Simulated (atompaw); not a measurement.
Building the PAW (atompaw) potential for Bi (LDA (PW92), scalar-relativistic).

atompaw 4.2.0.5 was run on this input:

```
Bi 83
LDA-PW scalarrelativistic loggrid 2001 logderivrange -4 5 226
6 6 5 4 0 0
6 1 1.5
0 0 0
c
c
c
c
c
v
c
c
c
c
v
c
c
c
c
1
2.15 2.10 1.50 1.35
y
-1.05
n
y
3.05
n
bloechl gaussian
bessel
PWSCFOUT
UPFDX 0.0125d0 UPFXMIN -7.d0 UPFZMESH 83.d0
END
```

Command:

```bash
atompaw < Bi.input > Bi.log
```

Resulting log (summary file):

```
[... start of the log left out ...]
 Completed calculations for Bi (SC)

 Exchange-correlation type: LDA, Perdew-Wang correlation

 Radial integration grid is logarithmic
 r0 =   8.3003918E-05 h =   6.8893252E-03   n =      2001 rmax =   8.0000000E+01

 Scalar relativistic calculation

 SCatom converged in   1 iterations
   nz     =  83.00
   delta  =       7.429762921891E-18

 Valence Electron Orbital energies:
  n  l      occupancy      energy
   6  0      2.0000000E+00 -1.9612772E+00
   6  1      1.5000000E+00 -1.1419076E+00

 Total energy
   Total                    :   -43037.52366653572244
   Valence                  :     -772.13229690386561

 PAW parameters:
       lmax =            1
         rc =    2.1640531204785440
        irc =         1477
   rc_shape =    2.1052296014839333
    rc_vloc =    1.5020513915747680
    rc_core =    1.3545724560413714

iter nodes cp cpmin cpmax 999 1 2.7588755E+00 -1.0000000E+02 3.5665687E+00
iter nodes del 999 1 5.6198053943210784
bsolv iter cp 1000 2.6049253219455104
iter nodes cp cpmin cpmax 1000 1 2.6049253E+00 -1.0000000E+02 3.5665687E+00
iter nodes del 1000 1 6.5593070908353885
terminating projector 1000
```

The run stopped because the iteration for the Blöchl projector did not settle.

The run took about 5.9 s on one core of a shared server CPU.
